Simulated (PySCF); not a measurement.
Al(F)(Br)(Me) (CH3AlBrF), SMILES [Al]([CH3])([Br])[F].

The structure is a stationary point at B3LYP-D3(BJ)/def2-SVP. The structure was generated by enumeration; whether it is a known compound was not checked.

Two levels are set side by side: TDA-PBE/def2-SVPD (PySCF) and TDA-ωB97X/def2-SVPD (PySCF). Vertical, same geometry. The lowest singlet is HOMO→LUMO+1 99 % with PBE and HOMO→LUMO+1 93 % with the other functional; states are paired by order. Differences are taken from unrounded values.

```
quantity                               TDA-ωB97X  TDA-PBE  TDA-PBE minus TDA-ωB97X
-------------------------------------  ---------  -------  -----------------------
lowest singlet excitation (eV)              6.87     5.79                    -1.08
lowest triplet excitation (TDA) (eV)        6.62     5.56                    -1.06
first bright state (f over 0.05) (eV)       7.11     6.77                    -0.33
its oscillator strength                     0.08     0.27                     0.18
```

Functionals without exact exchange tend to place singlet excitations lower, as here. Differences between two approximate levels are no errors against the true value.

Rough cost on one machine, each run with all the roots and properties that it gave: TDA-ωB97X against TDA-PBE about 3 times.
